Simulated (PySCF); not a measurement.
Coordinates in bohr (charge 0 multiplicity 1):
```
I    -1.8208    0.0000   -1.5074
O    -4.5745    0.0000    0.5308
I     2.4045    0.0000    1.4445
```

Level of theory: PySCF, PBE0, basis I def2-TZVP with ECP28, O def2-TZVP (scalar-relativistic core potentials, no spin–orbit coupling, density fitting).

This geometry of IOI is a stationary point at this level.

(1) What is the point group?

(2) Is it a minimum?

(3) Which band is strongest in the infrared?

(4) What are the dipole moment and the gap between the highest occupied and lowest empty levels?

(5) Give the ideal-gas entropy at 298.15 K and 1 bar by parts.

Results:

(1) Cs.

(2) Yes: all harmonic wavenumbers are real.

(3) 808 cm⁻¹ (a'), 59 km/mol.

(4) 3.13 D and 3.04 eV.

(5) translation 178.7, rotation 116.3, vibration 20.9, spin 0.0; total 315.9 J/(mol K).

Other isomers or separated fragments may lie lower.
